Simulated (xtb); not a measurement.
CN (SMILES [C]#N), doublet, geometry from GFN2-xTB; GFN2-xTB (xtb 6.7.1).

The xtb input:
```
$ xtb mol.xyz --gfn 2 --uhf 1 --etemp 3000 --json

# file mol.xyz
2

C     -0.00000000    -0.00000000    -0.61154905
N      0.00000000     0.00000000     0.52418490
```

Q: What does xtb print? Leave out banner, timings and long lists.

A: 
```
   ID    Z sym.   atoms
    1    6 C      1
    2    7 N      2

           -------------------------------------------------
          |                Calculation Setup                |
           -------------------------------------------------

           -------------------------------------------------
          |                 G F N 2 - x T B                 |
           -------------------------------------------------

          ...................................................
          :                      SETUP                      :
          :.................................................:
          :  # basis functions                   8          :
          :  # atomic orbitals                   8          :
          :  # shells                            4          :
          :  # electrons                         9          :
          :  max. iterations                   250          :
          :  Hamiltonian                  GFN2-xTB          :
          :  restarted?                      false          :
          :  GBSA solvation                  false          :
          :  PC potential                    false          :
          :  electronic temp.         3000.0000000     K    :
          :  accuracy                    1.0000000          :
          :  -> integral cutoff          0.2500000E+02      :
          :  -> integral neglect         0.1000000E-07      :
          :  -> SCF convergence          0.1000000E-05 Eh   :
          :  -> wf. convergence          0.1000000E-03 e    :
          :  Broyden damping             0.4000000          :
          :  net charge                          0          :
          :  unpaired electrons                  1          :
          ...................................................

 iter      E             dE          RMSdq      gap      omega  full diag
   1     -4.9101731 -0.491017E+01  0.118E+01    5.01       0.0  T
   2     -4.8418092  0.683638E-01  0.104E+01    4.71       1.0  T
   3     -4.9965769 -0.154768E+00  0.512E+00    4.76       1.0  T
   4     -5.0031591 -0.658227E-02  0.104E+00    4.62       1.0  T
   5     -5.0045175 -0.135837E-02  0.600E-01    4.65       1.0  T
   6     -5.0045936 -0.760923E-04  0.193E-01    4.68       1.0  T
   7     -5.0046676 -0.740466E-04  0.300E-02    4.68       2.4  T
   8     -5.0046691 -0.148029E-05  0.706E-03    4.68      10.0  T
   9     -5.0046692 -0.946440E-07  0.297E-03    4.68      23.8  T
  10     -5.0046692 -0.214595E-07  0.748E-05    4.68     945.1  T
  11     -5.0046692  0.283471E-10  0.112E-04    4.68     630.8  T

   *** convergence criteria satisfied after 11 iterations ***

         :::::::::::::::::::::::::::::::::::::::::::::::::::::
         ::                     SUMMARY                     ::
         :::::::::::::::::::::::::::::::::::::::::::::::::::::
         :: total energy              -4.896083422691 Eh    ::
         :: gradient norm              0.001557802892 Eh/a0 ::
         :: HOMO-LUMO gap              4.681551402716 eV    ::
         ::.................................................::
         :: SCC energy                -5.004669235034 Eh    ::
         :: -> isotropic ES           -0.001282588898 Eh    ::
         :: -> anisotropic ES          0.001366813928 Eh    ::
         :: -> anisotropic XC          0.011751260361 Eh    ::
         :: -> dispersion             -0.000304265783 Eh    ::
         :: repulsion energy           0.108585812344 Eh    ::
         :: add. restraining           0.000000000000 Eh    ::
         :: total charge              -0.000000000259 e     ::
         :::::::::::::::::::::::::::::::::::::::::::::::::::::

           -------------------------------------------------
          |                Property Printout                |
           -------------------------------------------------

    * Orbital Energies and Occupations

         #    Occupation            Energy/Eh            Energy/eV
      -------------------------------------------------------------
         1        2.0000           -0.6935872             -18.8735
         2        1.9997           -0.5554920             -15.1157
         3        1.9974           -0.5342994             -14.5390
         4        1.9974           -0.5342994             -14.5390
         5        1.0054           -0.4287047             -11.6656 (HOMO)
         6        0.0001           -0.2566608              -6.9841 (LUMO)
         7        0.0001           -0.2566608              -6.9841
         8                          0.8939197              24.3248
      -------------------------------------------------------------
                  HL-Gap            0.1720438 Eh            4.6816 eV
             Fermi-level           -0.4119610 Eh          -11.2100 eV

     #   Z          covCN         q      C6AA      α(0)
     1   6 C        0.910     0.039    34.299     9.801
     2   7 N        0.910    -0.039    21.997     6.783

 Mol. C6AA /au·bohr⁶  :        110.759768
 Mol. C8AA /au·bohr⁸  :       2852.980706
 Mol. α(0) /au        :         16.584587

Wiberg/Mayer (AO) data.
largest (>0.10) Wiberg bond orders for each atom

 ---------------------------------------------------------------------------
     #   Z sym  total        # sym  WBO       # sym  WBO       # sym  WBO
 ---------------------------------------------------------------------------
     1   6 C    3.219 --     2 N    3.219
     2   7 N    3.219 --     1 C    3.219
 ---------------------------------------------------------------------------

Topologies differ in total number of bonds
Writing topology from bond orders to xtbtopo.mol

molecular dipole:
                 x           y           z       tot (Debye)
 q only:        0.000       0.000      -0.083
   full:        0.000       0.000      -0.233       0.593
molecular quadrupole (traceless):
                xx          xy          yy          xz          yz          zz
 q only:       -0.007       0.000      -0.007       0.000       0.000       0.014
  q+dip:       -0.578       0.000      -0.578       0.000       0.000       1.155
   full:        0.123      -0.000       0.123       0.000       0.000      -0.245

           -------------------------------------------------
          | TOTAL ENERGY               -4.896083422691 Eh   |
          | GRADIENT NORM               0.001557802892 Eh/α |
          | HOMO-LUMO GAP               4.681551402716 eV   |
           -------------------------------------------------

normal termination of xtb
```
